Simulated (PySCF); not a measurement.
A series of substituents X on one scaffold: HS-X. Isolated molecules, 0 K electronic values unless said otherwise. One relaxed conformer stands for each flexible species; it need not be the lowest. Strings in code marks are SMILES.

Method: PBE-D3(BJ)/def2-TZVP // B3LYP-D3(BJ)/def2-TZVP run with PySCF. All candidates: neutral, multiplicity 1. Excitations are Tamm–Dancoff values on a coarser integration grid. The basis has no diffuse functions, so Rydberg states are missing or too high.

The HOMO–LUMO gap is 4.82 eV and the LUMO is -1.59 eV. The S1 excitation (TDA) is 5.06 eV.

**Question.** Identify which member has these values.
A) `N#CCS`
B) `OB(O)S`
C) `[SH][GeH3]`
D) `[C-]#[N+]S`

**Answer.** A, `N#CCS`. The others give `[C-]#[N+]S`: 4.52 eV, -2.25 eV, 4.73 eV; `OB(O)S`: 5.66 eV, -0.64 eV, 5.78 eV; `[SH][GeH3]`: 5.07 eV, -0.99 eV, 5.29 eV
